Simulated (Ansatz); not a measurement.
Calculated with Ansatz (gas phase, PBE0-D4/def2-TZVP geometries, no zero-point term in ΔE). CCSD(T)/CBS is the MP2 limit (def2-TZVPP, def2-QZVPP) plus CCSD(T) − MP2 in def2-TZVPP, frozen cores. This one scheme is used for every species. DFT in def2-TZVPP. For Ge, Se outer-core shells are correlated without core-valence functions, which leaves a few kJ/mol of doubt a bond. Scalar relativity is left out up to krypton. One conformer a species, not always the lowest.

Consider the ligand exchange at a Ge–O bond: `[CH3][GeH]([OH])[SeH]` + HCl → `[CH3][GeH]([Cl])[SeH]` + H₂O.

`[CH3][GeH]([OH])[SeH]`:

Cartesian coordinates in Å:
```
C -1.409 0.368 -0.073
Ge 0.449 0.027 -0.490
O 0.608 -1.744 -0.381
Se 1.951 1.063 1.008
H -1.620 1.435 -0.137
H -2.042 -0.172 -0.778
H -1.625 0.018 0.937
H 0.902 0.526 -1.877
H 1.525 -2.029 -0.388
H 1.262 0.508 2.181
```

HCl:

Cartesian coordinates in Å:
```
Cl 0.058 -0.548 0.325
H -0.058 0.548 -0.325
```

`[CH3][GeH]([Cl])[SeH]`:

Z-matrix (Å, degrees):
```
C
Ge 1 1.939
H 1 1.090 2 109.7
H 1 1.090 2 109.5 3 120.0
H 1 1.090 2 109.4 3 -120.5
Cl 2 2.166 1 106.5 3 178.7
Se 2 2.346 1 112.3 3 -60.4
H 2 1.535 1 115.1 3 61.0
H 7 1.469 2 92.2 1 -45.0
```

H₂O:

Z-matrix (Å, degrees):
```
O
H 1 0.960
H 1 0.960 2 105.1
```

```tsv
level	ΔE (kcal/mol)	difference from CCSD(T)/CBS
PBE-D4	-11.0	-0.3
PBE0-D4	-11.6	-0.9
ωB97X-V	-10.0	0.7
ωB97M-V	-10.5	0.2
PBE	-10.5	0.2
SCS-MP2/def2-TZVPP	-9.6	1.1
HF/def2-QZVPP	-10.4	0.3
SCS-MP2/def2-QZVPP	-10.3	0.4
MP2/CBS(def2)	-11.7	-1.0
CCSD/CBS(def2)	-10.8	-0.1
CCSD(T)/CBS	-10.7	0
```

Largest T1 diagnostic among the species: 0.010.

The D4 term adds −0.8 kcal/mol with B3LYP and −0.4 kcal/mol with PBE0; it sums over pairs of atoms, weighted by their polarisabilities, and B3LYP, whose exchange is more repulsive, gets the larger term.

B3LYP here is the variant with VWN-RPA as its local correlation; programs differ in this.
